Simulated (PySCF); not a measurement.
## What binds KNa: the parts of the energy along the bond

State: ¹Σ⁺, singlet, closed shell. RHF-based CCSD(T) in PySCF 2.14 with K cc-pwCVDZ-X2C, Na cc-pCVDZ-DK and K cc-pwCVTZ-X2C, Na cc-pCVTZ-DK (frozen core orbitals: 6; spin-free X2C with a Gaussian nucleus). Correlation energies are extrapolated as n⁻³ (n = 2, 3), Hartree–Fock as (n+1)·exp(−9√n). All energies in eV from K + Na.

```json
{"R (Å)": "3.1312", "HF/CBS": "0.210", "CCSD corr.": "-0.729", "(T)": "-0.0652", "total": "-0.584"}
{"R (Å)": "3.2735", "HF/CBS": "0.138", "CCSD corr.": "-0.702", "(T)": "-0.0618", "total": "-0.626"}
{"R (Å)": "3.4158", "HF/CBS": "0.091", "CCSD corr.": "-0.677", "(T)": "-0.0591", "total": "-0.645"}
{"R (Å)": "3.5582", "HF/CBS": "0.067", "CCSD corr.": "-0.655", "(T)": "-0.0572", "total": "-0.645"}
{"R (Å)": "3.7005", "HF/CBS": "0.061", "CCSD corr.": "-0.636", "(T)": "-0.0561", "total": "-0.631"}
{"R (Å)": "3.8784", "HF/CBS": "0.074", "CCSD corr.": "-0.616", "(T)": "-0.0560", "total": "-0.598"}
{"R (Å)": "4.0563", "HF/CBS": "0.104", "CCSD corr.": "-0.600", "(T)": "-0.0571", "total": "-0.554"}
```

A fit to the total gives Re = 3.4895 Å, De = 0.647 eV, ωe = 123.1 cm⁻¹, Be = 0.09575 cm⁻¹ (masses 38.9637 and 22.9898 u).

Question: At R = 3.5582 Å the CCSD correlation energy is -0.342752 hartree in the smaller basis and -0.514213 in the larger. Extrapolate it.

Answer: (3³·E3 − 2³·E2)/(3³ − 2³) = -0.58641 hartree; the larger basis holds 87.7 % of it.

The T1 diagnostic is 0.012. The open-shell atoms are computed with UHF. Spin–orbit coupling, excitations beyond (T) and corrections to the Born–Oppenheimer picture are left out.
